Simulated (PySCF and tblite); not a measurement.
The numbers below are computed, except where a source is named.
Molecule: C6H13N, numbered as in [CH3:1][C:2]1([CH3:3])[CH2:4][CH2:5][CH2:6][NH:7]1.

The ring 2–4–5–6–7 is held at Altona–Sundaralingam phase angles P (ν_j = ν_max cos(P + 144°(j − 2)), ν_j about the bond from ring atom j to j + 1, counted from 0) and the rest relaxed at GFN2-xTB. Energies: PBE0/pcSseg-1 + D3(BJ). (tblite 0.8, PySCF 2.14.)

GFN2-xTB profile:

(phase angle P °, kcal/mol): (0, 0.11), (18, 0.17), (36, 0.49), (54, 0.70), (72, 0.65), (90, 0.56), (108, 0.58), (126, 0.58), (144, 0.44), (162, 0.23), (180, 0.02), (198, 0.00), (216, 0.19), (234, 0.35), (252, 0.43), (270, 0.57), (288, 0.87), (306, 1.04), (324, 0.87), (342, 0.42)

Q: Give the DFT energy and dipole along the phase angle P.

A: 
| phase angle P ° | E kcal/mol | dipole D | amplitude ° |
| --- | --- | --- | --- |
| 0 | 0.07 | 1.04 | 42 |
| 36 | 0.11 | 0.94 | 41 |
| 72 | 0.12 | 0.94 | 40 |
| 108 | 0.36 | 1.06 | 38 |
| 144 | 0.64 | 1.25 | 37 |
| 180 | 0.28 | 1.26 | 39 |
| 216 | 0.21 | 1.18 | 36 |
| 252 | 0.00 | 1.18 | 35 |
| 288 | 0.32 | 1.25 | 34 |
| 324 | 0.64 | 1.22 | 36 |

Q: How free is the pseudorotation?

A: The sampled points span 0.64 kcal/mol, from P = 252° to P = 324°; RT at 298 K is 0.59 kcal/mol, so it is hindered but fast.
